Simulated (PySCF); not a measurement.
HfF2I2, SMILES [F][Hf]([I])([F])[I], multiplicity 1.

Geometry optimised at B3LYP-D3(BJ)/def2-SVP. The multiplicity is an assumed one; no other spin state was optimised. The structure was generated by enumeration; whether it is a known compound was not checked. The def2 effective core potentials stand for the cores of Hf, I; spin–orbit coupling is left out.

The numbers are results of B3LYP/def2-TZVP (PySCF), not measurements.

Symmetry labels are those of the subgroup C2v that the program uses (full group C2v).

Task: List the valence orbital energies around the gap with their symmetry. (An estimate is asked for; the answer gives what the named calculation found.)

Result: 
```tsv
orbital	symmetry	energy (eV)
HOMO−7	B1	-12.34
HOMO−6	B2	-11.99
HOMO−5	A1	-9.66
HOMO−4	B1	-9.07
HOMO−3	A1	-8.51
HOMO−2	B2	-8.18
HOMO−1	A2	-8.12
HOMO	B1	-7.88
LUMO	A1	-2.50
LUMO+1	A2	-2.12
LUMO+2	B1	-1.81
LUMO+3	A1	-1.20
```
